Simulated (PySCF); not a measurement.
These 2 structures share the formula C6H8AlF3. The calculation used PBE0-D3(BJ)/def2-SVP geometry optimisation, gas phase (PySCF 2.14.0). Energies are electronic, without zero-point or thermal terms, for one conformer each. No frequencies were run at this level. Point groups hold within 0.08 Å.

Problem. Order them by energy at this level, lowest first, and give relative energies in kcal/mol.
A. `[F:1][C:2]([F:3])=[C:4]([F:5])[C@H:6]1[CH2:7][CH2:8][CH2:9][AlH:10]1` with C2–C4–C6–C7 -100°, C4–C6–C7–C8 145°, C6–C7–C8–C9 -52°, C7–C8–C9–Al10 44°, C8–C9–Al10–C6 -23°
B. `[F:1][C:2]([F:3])=[C:4]([F:5])[Al:6]1[CH2:7][CH2:8][CH2:9][CH2:10]1` with C2–C4–Al6–C7 0°, C4–Al6–C7–C8 168°, Al6–C7–C8–C9 36°, C7–C8–C9–C10 -53°, C8–C9–C10–Al6 36°

Solution. B (0.0), A (2.5).

```
                        SMILES      E (Eh)  E rel (kcal/mol)  dipole (D)  point group       A, B, C (MHz)
FC(F)=[C](F)[Al]1[CH2]CC[CH2]1  -774.23777               0.0        1.21           C1  2296, 587.5, 476.3
 FC(F)=C(F)[C@H]1CC[CH2][AlH]1  -774.23378               2.5        1.02           C1  1851, 866.5, 675.3
```
